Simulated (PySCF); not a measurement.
F$_{3}$OW (SMILES [O]=[W]([F])([F])[F]), doublet, geometry from GFN2-xTB (such geometries of metal compounds can be far from the true shape) (the multiplicity is a formal guess) (core potentials on W). Base run: B3LYP/def2-SV(P) (PySCF).

PySCF was given this input:
```python
from pyscf import gto, scf, dft

mol = gto.M(
    atom='''
W     0.07932574    0.06417349    0.03898352
O     1.20918955    0.69106163   -1.03814659
F     0.88348104   -1.49232423    0.63907654
F    -1.40682802   -1.04599083   -0.16772679
F    -1.20372208    1.39638939    0.13091607
''',
    basis='def2-sv(p)',
    ecp={'W': 'def2-sv(p)'},
    spin=1,
    verbose=4,
)

mf = dft.UKS(mol)
mf.xc = 'b3lyp'
mf.kernel()
mf.analyze()
```

Each row names what was changed in the base input (with any setting that the change needs).

```csv
change,basis functions,E (Eh),HOMO (eV),dipole (D)
base,81,-441.68837,-7.76,1.62
basis = ANO-RCC-VDZP; relativity = none (without ecp={'W': 'def2-sv(p)'}),124,-13866.23949,-9.36,1.40
basis = x2c-TZVPall; relativity = none (without ecp={'W': 'def2-sv(p)'}),205,-15192.87923,-7.41,2.49
basis = x2c-SVPall; relativity = none (without ecp={'W': 'def2-sv(p)'}),122,-14028.29618,-9.31,1.16
basis = ANO-RCC-VDZP; relativity = spin-free X2C; nucleus = Gaussian (with nucmod='G'; without ecp={'W': 'def2-sv(p)'}),124,-16518.83965,-8.13,1.46
basis = x2c-TZVPall; relativity = spin-free X2C (without ecp={'W': 'def2-sv(p)'}),205,-16521.32959,-7.76,1.37
basis = ANO-RCC-VDZP; relativity = spin-free X2C (without ecp={'W': 'def2-sv(p)'}),124,-16521.13250,-8.13,1.46
basis = x2c-SVPall; relativity = spin-free X2C; nucleus = Gaussian (with nucmod='G'; without ecp={'W': 'def2-sv(p)'}),122,-16518.10767,-7.88,1.46
basis = x2c-SVPall; relativity = spin-free X2C (without ecp={'W': 'def2-sv(p)'}),122,-16519.99453,-7.88,1.46
```

Totals shift with the method and basis; they matter in differences.

Open shells are given as the SCF converged; they aren't shown to be the lowest states, and a large step between rows can be another state.

Basis sets contracted for a relativistic Hamiltonian are a mismatch without it, so the rows without relativity aren't non-relativistic limits. No row has spin-orbit coupling; sets with core potentials leave out the core electrons.
